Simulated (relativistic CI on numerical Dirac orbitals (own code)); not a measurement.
A reference radial Dirac CI calculation of Tb²⁺ gave the lowest total energy -11693.92210 Ha in 14 SCF steps, from this input:

```
atom Tb  Z=65  charge=2  electrons=63
nucleus A=159  rms_radius_fm=5.0600
hamiltonian dirac-coulomb  breit=on  qed=on  c_scale=1
orbitals kli  potential=per-configuration
slater_scale 1
correlation none
mixing on
grid step=0.0125 r_max=67.1
scf mixing=0.4 start=green max_iterations=150 tolerance=2e-08 node_fill=0.05
configurations
  [Xe] 4f9
end
```

One setting was then changed (and the iteration limit cut to 56), and the output read:

```
SCF 1: [Xe] 4f9
 iter      energy (Ha)   residual   last orbital (Ha)
    1     -6330.008057   1.93e+00     -1.39805
    2     -6342.457207   8.74e-01     -1.40379
    3     -6345.754541   1.60e-01     -1.35161
    4     -6345.941503   2.55e-02     -1.34908
    5     -6345.947490   8.59e-03     -1.37333
    6     -6345.943506   8.01e-03     -1.37078
    7     -6345.946012   2.36e-03     -1.37161
    8     -6345.945443   2.28e-04     -1.37155
    9     -6345.945513   6.15e-05     -1.37154
   10     -6345.945498   1.41e-07     -1.37154
   11     -6345.945498   1.02e-07     -1.37154
   12     -6345.945498   1.01e-09     -1.37154
orbital energies (Ha): 4p3/2 -6.7716  4d3/2 -8.1267  4d5/2 -8.0241  5s -1.0501  5p1/2 -1.3762  5p3/2 -1.3715  4f5/2 -3.3766  4f7/2 -3.3079
configuration averages (Ha): Dirac-Coulomb, Breit, QED
  4f9                          -6345.945498    1.820250    0.192570
levels: no., configuration, term, J, E (cm-1), weight
   1 4f9                    6H*  15/2             0.0  0.90
   2 4f9                    6H*  13/2          7736.5  0.94
   3 4f9                    6H*  11/2         12299.7  0.82
   4 4f9                    6F*  11/2         15680.5  0.86
   5 4f9                    6H*  9/2          15993.4  0.75
   6 4f9                    6F*  9/2          17449.4  0.70
   7 4f9                    6H*  7/2          19153.0  0.87
   8 4f9                    6H*  5/2          21366.5  0.87
   9 4f9                    6F*  7/2          21972.0  0.85
  10 4f9                    6F*  5/2          25049.3  0.88
  11 4f9                    6F*  3/2          26191.1  0.81
  12 4f9                    6F*  1/2          27539.3  0.84
  13 4f9                    4I*  15/2         33587.2  0.39
  14 4f9                    4F*  9/2          35522.0  0.51
lowest total energy -6344.378711 Ha
end: converged
```

Problem. Which setting was changed?
A. configuration list
B. nuclear radius
C. start potential
D. charge

Solution. B. The nuclear radius 5060.0 fm. This setting is bad on purpose; its numbers may not be properties of the ion.
